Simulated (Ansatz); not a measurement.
Input for Ansatz (a quantum-chemistry and plane-wave program): R-PBE/def2-TZVPP on H3NOSn (SMILES [NH2][Sn][OH]), a point of a torsion scan. Elements past Kr take the def2 small-core potentials; no spin–orbit coupling.

Ansatz 0.2 input:
```yaml
crystal:
  periodic: [false, false, false]
  atoms:
    - {symbol: N, position_ang: [-1.20841463, 0.07514438, 0.31747314]}
    - {symbol: Sn, position_ang: [0.74936312, -0.45795530, 0.75165171]}
    - {symbol: O, position_ang: [0.37352710, -1.34079634, 2.54591368]}
    - {symbol: H, position_ang: [-2.03145343, -0.42623494, 0.62584187]}
    - {symbol: H, position_ang: [-1.47395750, 0.57500089, -0.52148480]}
    - {symbol: H, position_ang: [-0.49291399, -1.38292286, 2.94335224]}
basis:
  gaussian:
    orbitals: def2-TZVPP
hamiltonian:
  xc: {name: PBE}
scf: {lower_state_search: off}
```

What total energy does the run end on?

-346.0430 hartree.
